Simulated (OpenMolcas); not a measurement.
# Ti2+: effect of the basis set

| Property | Result |
| --- | --- |
| Program | OpenMolcas 26.06 |
| Method | CASSCF |
| Active space | 2 electrons in 5 orbitals (3d) |
| State averaging | 2S+1 = 3 even, 10 roots; 2S+1 = 1 even, 15 roots |
| Spin-orbit coupling | state interaction with AMFI integrals over the reference wave functions, term energies averaged over their components |

A. ANO-R1 [5s4p3d1f], X2C, finite nucleus; cost of the order of 7 core-seconds
B. ANO-L-VTZP [6s5p3d2f1g], non-relativistic, point nucleus; cost roughly 7 core-seconds
C. ANO-RCC-VTZP [6s5p3d2f1g], DKH2, point nucleus; cost about 7 core-seconds
D. ANO-R2 [6s5p4d2f1g], X2C, finite nucleus; cost roughly 5 core-seconds
E. ANO-RCC-VQZP [7s6p4d3f2g1h], DKH2, point nucleus; cost roughly 7 core-seconds
F. ANO-R3 [7s5p5d3f2g1h], X2C, finite nucleus; cost about 23 core-seconds

Energies in cm⁻¹ above 3d² ³F₂, the measured ground level; measured values from Corliss and Sugar, J. Phys. Chem. Ref. Data 8, 1 (1979).

```csv
Level,A,B,C,D,E,F,Measured
3d² ³F₂,0.0,0.0,0.0,0.0,0.0,0.0,0.0
3d² ³F₃,190,199,193,187,195,194,185
3d² ³F₄,437,460,445,431,450,446,420
3d² ¹D₂,11263,11332,11360,11289,11343,11334,8474
3d² ³P₀,13475,13559,13576,13502,13563,13554,10538
3d² ³P₁,13540,13628,13642,13566,13630,13621,10604
3d² ³P₂,13677,13773,13782,13702,13772,13762,10721
3d² ¹G₄,17365,17470,17501,17390,17475,17457,14398
3d² ¹S₀,42143,42369,42460,42169,42368,42316,32476
```

Deviations, from unrounded energies. A percentage is the sum of absolute deviations over the sum of measured energies, with the sign that they share, or ± where signs differ.

```
                        Against measurement  Levels      A      B      C      D      E      F
             mean absolute deviation (cm-1)       8   3000   3100   3100   3100   3100   3100
      fine structure of the ground term (%)       2   +3.5   +8.9   +5.5   +2.2   +6.6   +5.7
other terms of the ground configuration (%)       6  +27.8  +28.6  +28.8  +28.0  +28.6  +28.5
```

A, B, C, D, E, F lie about equally close to measurement. The largest miss of A in the table is 3d² ¹S₀, by +9700 cm-1. The ranking rests on the paired levels alone, and a cruder setting can come out closer through cancelling errors.

Among A to F the level of the table that moves most is 3d² ¹S₀, by 320 cm-1 (lowest in A, highest in C).

Without dynamic correlation excited terms often stand tens of per cent too high (terms of higher spin than the ground term too low), and those without a measured partner can miss by more than the paired ones. Computed and measured levels are paired by configuration, term and J; levels that our copy of the source lacks, or whose pairing is in doubt (as where it misses far off the trend of its configuration), stay unpaired and out of the deviations. Levels of configurations outside the active space are missing.
